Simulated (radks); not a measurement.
Problem. Species: Zn+. Configuration: [Ar] 3d9 4s1 4d1 (not the ground configuration). All-electron calculation, scalar-relativistic Kohn-Sham, PBEsol, spin-unpolarised, spherical densities, finite nucleus; Fermi nuclear charge, rms radius 3.9283 fm. Program: a radial shooting solver on a logarithmic mesh with Libxc functionals. Some entries of the table are withheld. Estimate them.

orbital,occ.,eigenvalue (eV),<r^2> (bohr^2),<1/r> (bohr^-1)
1s,2,(1),0.003409,30.21
2s,2,-1180.782,0.06045,6.581
2p,6,-1026.942,0.04826,6.459
3s,2,-151.6607,0.5312,2.098
3p,6,-105.8257,0.5901,1.948
3d,9,-31.8402,0.8982,1.587
4s,1,-19.5825,5.412,0.6021
4p,0,-11.9935,8.531,0.4772
5s,0,-5.6810,34.33,0.2346
4d,1,-4.3793,29.00,(2)

Solution. 
(1) 1s eigenvalue (eV): -9540.304
(2) 4d <1/r> (bohr^-1): 0.2509
